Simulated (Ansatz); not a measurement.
Geometry optimisation, Ansatz, RKS PBE0-D4/def2-SVP.

Input file:

```yaml
crystal:
  periodic: [false, false, false]
  atoms:
    - { symbol: Si, position_ang: [0.306184, 0.697541, 1.395199] }
    - { symbol: "N", position_ang: [-0.797346, 0.765149, -1.532416] }
    - { symbol: C, position_ang: [-1.350778, -0.559551, -1.456396] }
    - { symbol: H, position_ang: [0.614356, 0.925726, 2.846808] }
    - { symbol: H, position_ang: [-1.180484, 0.777951, 1.27579] }
    - { symbol: Si, position_ang: [1.267744, -1.353233, 0.791651] }
    - { symbol: H, position_ang: [0.194232, 0.845157, -1.315406] }
    - { symbol: O, position_ang: [1.132253, 1.898529, 0.461956] }
    - { symbol: H, position_ang: [-1.301982, 1.453349, -0.982014] }
    - { symbol: H, position_ang: [-2.351668, -0.582708, -1.918917] }
    - { symbol: H, position_ang: [-0.724792, -1.26128, -2.030046] }
    - { symbol: H, position_ang: [-1.464391, -0.984747, -0.432166] }
    - { symbol: H, position_ang: [2.589167, -1.470983, 1.481326] }
    - { symbol: H, position_ang: [0.404077, -2.498406, 1.215104] }
    - { symbol: H, position_ang: [1.493444, -1.416564, -0.683371] }
    - { symbol: H, position_ang: [1.170082, 2.763971, 0.882998] }
basis:
  gaussian: { orbitals: def2-SVP }
hamiltonian:
  xc: pbe0
  dispersion: d4
relax:
  f_tol: 0.03
  max_steps: 50
```

Launched with:

```bash
$ ansatz run input.yaml --threads 4 --pin off --max-ram 5120MiB --backend cpu --events-out ev --progress --plain --runs-dir out
```

Task: Where does it end, and by what steps?

Result: It converged. The force dipped under the threshold on the way, but the program's further checks kept it going. After 12 steps the energy has fallen by 0.103 eV; H11 moved furthest, 0.40 Å.

```json
{"step": "0", "energy less start (eV)": "0.0000", "largest force component (eV/Å)": "0.817", "accepted": "yes"}
{"step": "1", "energy less start (eV)": "-0.0555", "largest force component (eV/Å)": "0.620", "accepted": "yes"}
{"step": "2", "energy less start (eV)": "-0.0723", "largest force component (eV/Å)": "0.408", "accepted": "yes"}
{"step": "3", "energy less start (eV)": "-0.0877", "largest force component (eV/Å)": "0.420", "accepted": "yes"}
{"step": "4", "energy less start (eV)": "-0.0861", "largest force component (eV/Å)": "0.326", "accepted": "no"}
{"step": "5", "energy less start (eV)": "-0.0941", "largest force component (eV/Å)": "0.208", "accepted": "yes"}
{"step": "6", "energy less start (eV)": "-0.0971", "largest force component (eV/Å)": "0.103", "accepted": "yes"}
{"step": "7", "energy less start (eV)": "-0.0985", "largest force component (eV/Å)": "0.077", "accepted": "yes"}
{"step": "8", "energy less start (eV)": "-0.0995", "largest force component (eV/Å)": "0.208", "accepted": "yes"}
{"step": "9", "energy less start (eV)": "-0.0997", "largest force component (eV/Å)": "0.129", "accepted": "yes"}
{"step": "10", "energy less start (eV)": "-0.1024", "largest force component (eV/Å)": "0.023", "accepted": "yes"}
{"step": "11", "energy less start (eV)": "-0.1030", "largest force component (eV/Å)": "0.019", "accepted": "yes"}
{"step": "12", "energy less start (eV)": "-0.1032", "largest force component (eV/Å)": "0.019", "accepted": "yes"}
```

```xyz
16
Properties=species:S:1:pos:R:3
Si 0.481 0.670 1.568
N -1.025 0.932 -1.674
C -1.332 -0.479 -1.681
H 0.858 1.023 2.976
H -1.016 0.724 1.499
Si 1.318 -1.447 1.016
H -0.091 1.116 -1.308
O 1.192 1.732 0.478
H -1.672 1.440 -1.075
H -2.331 -0.648 -2.117
H -0.616 -1.016 -2.324
H -1.324 -0.990 -0.693
H 2.697 -1.600 1.573
H 0.444 -2.509 1.605
H 1.373 -1.620 -0.466
H 1.043 2.672 0.624
```

Whether the end is a true minimum wasn't checked by a vibrational analysis.

Run time: 56 s on 4 threads of Arm Neoverse N1, with other jobs on the host, peak memory 0.34 GiB.
